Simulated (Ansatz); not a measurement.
Cu4H5, relaxed as a doublet with UKS r2SCAN-D4/def2-SVP in Ansatz, starting from the GFN2-xTB geometry. Force threshold 0.02 eV/Å.

The relaxation made no stability test and no search for a lower SCF solution. No other spin state of charge 0 was run. The structure comes from a short search, and lower isomers may exist.

Start:

Cartesian coordinates in Å:
```
Cu 3.819 -2.065 2.386
Cu 1.264 -0.680 0.787
Cu -3.812 2.066 -2.394
Cu -1.279 0.679 -0.767
H -4.987 2.729 -3.209
H 2.538 -1.365 1.592
H 0.006 0.001 -0.010
H -2.582 1.366 -1.525
H 5.033 -2.730 3.140
```

Problem. Estimate the energy that the relaxation releases and the steps that it takes.

Solution. 4.34 eV, in 53 steps; 8.1 min on 4 threads of Arm Neoverse V1 on a shared host. No frequencies were taken in this run, so the end may be a saddle point.

Problem. Does the start keep its bonding?

Solution. Bonds formed: Cu1–H7, Cu2–H5, Cu3–H7, Cu4–H9 (atoms count from 1). Metal–metal contacts that move far: Cu1–Cu4 6.59 to 2.32 Å, Cu2–Cu3 6.59 to 2.32 Å, Cu1–Cu2 3.32 to 2.32 Å, Cu3–Cu4 3.31 to 2.32 Å.

Problem. Predict the relaxed structure.

Solution. 
Cartesian coordinates in Å:
```
Cu 1.355 -0.476 0.794
Cu 0.535 1.552 0.016
Cu -1.382 0.486 -0.740
Cu -0.562 -1.543 0.036
H -0.895 2.057 -0.629
H 1.844 1.094 0.908
H 0.350 -0.129 -0.704
H -1.993 -1.039 -0.608
H 0.747 -2.003 0.926
```
Bond lengths (bridged metal pairs left out): 12 × Cu–H 1.65 to 1.84 Å.
